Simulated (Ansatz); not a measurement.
`FBN([SiH3])[SiH3]` + `CNC` → `CN(C)BF` + `[SiH3]N[SiH3]` at 700 K and 1 bar (ligand exchange at a B–N bond).

Computed with Ansatz on PBE0-D4/def2-TZVP structures; ΔE is electronic, products minus reactants. CCSD(T)/CBS is the MP2 limit (def2-TZVPP, def2-QZVPP) plus CCSD(T) − MP2 in def2-TZVPP, frozen cores. This one scheme is used for every species. Each species was taken in one conformer, which may not be the lowest.

```tsv
species	CCSD(T)/CBS energy (Eh)	H − E (kJ/mol)	S (J/(mol·K))
`FBN([SiH3])[SiH3]`	-761.79139	283.0	501.8
`CNC`	-135.00321	296.9	352.4
`CN(C)BF`	-259.69840	334.1	429.5
`[SiH3]N[SiH3]`	-637.10515	245.6	444.2
```

H − E and S are ideal-gas, rigid-rotor, harmonic terms from PBE0-D4/def2-TZVP, for one conformer and one mirror image of each species. 1 Eh = 2625.50 kJ/mol, R = 8.31446 J/(mol·K).

Task: By hand: ΔE, ΔH, ΔS and ΔG.

Result: ΔE = (-259.69840) + (-637.10515) − (-761.79139) − (-135.00321) = -0.00895 Eh = -23.5 kJ/mol. Δ(H − E) = 334.1 + 245.6 − 283.0 − 296.9 = -0.2, so ΔH = -23.7 kJ/mol. ΔS = 429.5 + 444.2 − 501.8 − 352.4 = 19.5 J/(mol·K). ΔG = -23.7 − 700 × (19.5)/1000 = -37.4 kJ/mol.

Task: By hand: the equilibrium constant, and the temperature at which ΔG would vanish if ΔH and ΔS stayed fixed.

Result: log₁₀ K = −ΔG/(RT ln 10) = 2.8. ΔH and −TΔS have one sign here, so there is no such temperature.

TΔS isn't small against ΔH here. A doubt of 5 kJ/mol in ΔE shifts log₁₀ K by 0.4 here. Other conformers and mirror images would add mixing entropy, several J/(mol·K) or more a flexible species. Modes under 60 cm⁻¹, often nearly free rotors, make the harmonic entropy too high. These are equilibria of isolated gas molecules and say nothing of rates. Largest T1 diagnostic: 0.012 (customary marks: 0.02 for closed shells, 0.045 for open ones).
